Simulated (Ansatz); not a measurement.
Reaction (ligand exchange at a W–O bond): `C[O][W](=[NH])(=[NH])[OH]` + CH₃OH → `C[O][W](=[NH])(=[NH])[O]C` + H₂O

Isolated molecules relaxed with PBE0-D4/def2-TZVP in Ansatz; ΔE leaves out vibrations. CBS: MP2 limit from def2 TZ/QZ plus the TZ coupled-cluster correction, frozen cores. This one scheme is used for every species. DFT in def2-TZVPP. B3LYP here is the variant with VWN-RPA as its local correlation; programs differ in this. HSE06 is defined as in plane-wave codes. Elements past krypton have def2 core potentials. For W outer-core shells are correlated without core-valence functions, which leaves a few kJ/mol of doubt a bond. Each species was taken in one conformer, which may not be the lowest.

`C[O][W](=[NH])(=[NH])[OH]`:

```xyz
12

C     1.510   -0.586    1.482
O     0.224   -0.147    1.129
W    -0.697    0.150   -0.482
N    -1.309    1.792   -0.483
N     0.416   -0.147   -1.802
O    -2.162   -1.054   -0.675
H     2.071    0.241    1.926
H     2.055   -0.962    0.611
H     1.423   -1.386    2.222
H    -1.409    2.754   -0.760
H     0.935    0.086   -2.633
H    -3.058   -0.740   -0.534
```

CH₃OH:

```xyz
6

C    -0.319   -0.004    0.159
O     0.654    0.371   -0.790
H    -1.232    0.539   -0.089
H    -0.030    0.265    1.182
H    -0.542   -1.077    0.128
H     1.469   -0.094   -0.590
```

`C[O][W](=[NH])(=[NH])[O]C`:

```xyz
15

C    -0.180   -1.005    2.709
O     0.403   -0.491    1.542
W    -0.100   -0.348   -0.267
N    -1.706   -1.030   -0.441
N     1.077   -1.190   -1.258
O    -0.136    1.456   -0.807
C     0.526    2.226   -1.774
H    -0.052   -0.282    3.519
H    -1.248   -1.198    2.568
H     0.318   -1.937    2.991
H    -2.428   -1.624   -0.814
H     1.430   -1.898   -1.880
H     1.387    1.692   -2.188
H    -0.164    2.474   -2.586
H     0.871    3.156   -1.314
```

H₂O:

```xyz
3

O    -0.275    0.192   -0.198
H    -0.366   -0.247    0.650
H     0.640    0.055   -0.453
```

```csv
level,ΔE (kJ/mol),difference from CCSD(T)/CBS
LDA (SPW92),-7.6,3.1
PBE-D4,-7.5,3.2
BLYP-D4,-10.1,0.6
r2SCAN-D4,-6.9,3.8
B97M-V,-6.8,3.9
PBE0-D4,-7.1,3.6
B3LYP-D4,-9.4,1.3
r2SCANh-D4,-6.8,3.9
r2SCAN0-D4,-6.6,4.1
HSE06-D4,-7.1,3.6
BHLYP-D4,-9.2,1.5
CAM-B3LYP-D4,-7.5,3.2
ωB97X-V,-5.3,5.4
ωB97M-V,-5.3,5.4
B2PLYP,-7.2,3.5
PBE-QIDH,-7.8,2.9
PBE,-3.6,7.1
revPBE,-1.9,8.8
BLYP,-3.0,7.7
r2SCAN,-5.5,5.2
PBE0,-3.5,7.2
B3LYP,-3.4,7.3
r2SCANh,-5.3,5.4
r2SCAN0,-5.0,5.7
HSE06,-3.6,7.1
BHLYP,-3.6,7.1
CAM-B3LYP,-3.6,7.1
LC-ωPBE,-2.6,8.1
HF/def2-SVP,-4.5,6.2
MP2/def2-SVP,-13.1,-2.4
CCSD/def2-SVP,-10.0,0.7
CCSD(T)/def2-SVP,-11.9,-1.2
HF/def2-TZVPP,-2.0,8.7
MP2/def2-TZVPP,-13.3,-2.6
SCS-MP2/def2-TZVPP,-10.3,0.4
CCSD(T)/def2-TZVPP,-10.5,0.2
HF/def2-QZVPP,-2.5,8.2
MP2/def2-QZVPP,-13.6,-2.9
HF/CBS(def2),-2.6,8.1
CCSD/CBS(def2),-8.5,2.2
CCSD(T)/CBS,-10.7,0
```

Largest T1 diagnostic among the species: 0.020.

In def2-TZVPP, CCSD(T) changes the Hartree–Fock value by −8.5 kJ/mol (the triples alone add −2.2 kJ/mol) and MP2 by −11.3 kJ/mol. Leaving LDA and LC-ωPBE aside and taking each functional with its dispersion term where it has one, the values spread over 4.8 kJ/mol, from BLYP-D4 to ωB97X-V. LDA lies −4.0 kJ/mol from PBE without D4. The D4 term adds −6.0 kJ/mol with B3LYP and −3.6 kJ/mol with PBE0; it sums over pairs of atoms, weighted by their polarisabilities, and B3LYP, whose exchange is more repulsive, gets the larger term.
